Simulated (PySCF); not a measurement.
In(OH)(SH)2 (H3InOS2), SMILES [OH][In]([SH])[SH]. Geometry optimised at PBE-D3(BJ)/def2-SVP. The def2 effective core potentials stand for the cores of In; spin–orbit coupling is left out. One conformer was computed; it need not be the lowest.

Give the equilibrium geometry at PBE-D3(BJ)/def2-SVP (PySCF confirms it by a frequency run) as a Z-matrix, and its point group. (The exact figures need the calculation; the answer reports its results.)

One answer among several that fit: point group Cs.
```
In
O 1 2.0201
H 2 0.9771 1 109.91
S 1 2.4125 2 115.48 3 180.00
H 4 1.3640 1 91.75 2 180.00
S 1 2.4302 2 122.01 3 0.00
H 6 1.3639 1 92.34 2 0.00
```
